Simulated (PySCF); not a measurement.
Species: C4H7FO3S.
SMILES with atom numbers: `[CH3:1][C@@H:2]1[O:3][S@:4](=[O:5])[O:6][C@@:7]1([CH3:8])[F:9]`

Probes without a nucleus sit at each ring's centroid and 1 Å off its mean plane on both sides; NICS is minus the shielding there, NICSzz its component along the normal. Level: GIAO PBE0/pcSseg-1 (PySCF, non-relativistic, gas phase) on the GFN2-xTB geometry, one conformer.

Ring bond lengths (Å), with Mayer bond orders in brackets: C2–O3 1.406 (0.84), O3–S4 1.670 (0.87), S4–O6 1.702 (0.79), O6–C7 1.365 (0.96), C7–C2 1.547 (0.95).

What do the NICS probes read (ppm)?

```json
{"ring": "C2–O3–S4–O6–C7", "type": "5-membered ring with 2 O and S; formal bonds all single", "NICS(0)": "-8.6", "NICS(1), two faces": "-3.7 / -3.0", "NICS(1)zz, two faces": "-7.1 / -5.8", "rms pucker (Å)": "0.14", "centre to ring atoms, mean (Å)": "1.29"}
```

What do they say, and how far can they be read as aromaticity?

- C2–O3–S4–O6–C7: mean NICS(1)zz -6.4 ppm, shielded. C2, C7 have four or more neighbours, and the NICS criterion for π rings isn't applied. NICS(0) lies 5 ppm below the mean NICS(1).

What are the shieldings of the ring atoms and their hydrogens in the same run (means over atoms taken as equivalent)?

```tsv
atoms	environment	σ isotropic (ppm)	principal values of the symmetric part, first atom (ppm)
C2	sp3 carbon bound to oxygen	99.5	75.0, 93.0, 130.6
O3	oxygen bonded to C and S	128.2	14.3, 94.9, 275.5
S4	sulfinyl sulfur	-74.6	-343.5, -35.2, 154.9
O6	oxygen bonded to C and S	78.4	-12.3, 63.4, 184.1
C7	sp3 C–F carbon	62.8	52.8, 55.4, 80.1
H on C2	methine hydrogen	27.04	24.5, 26.0, 30.6
```
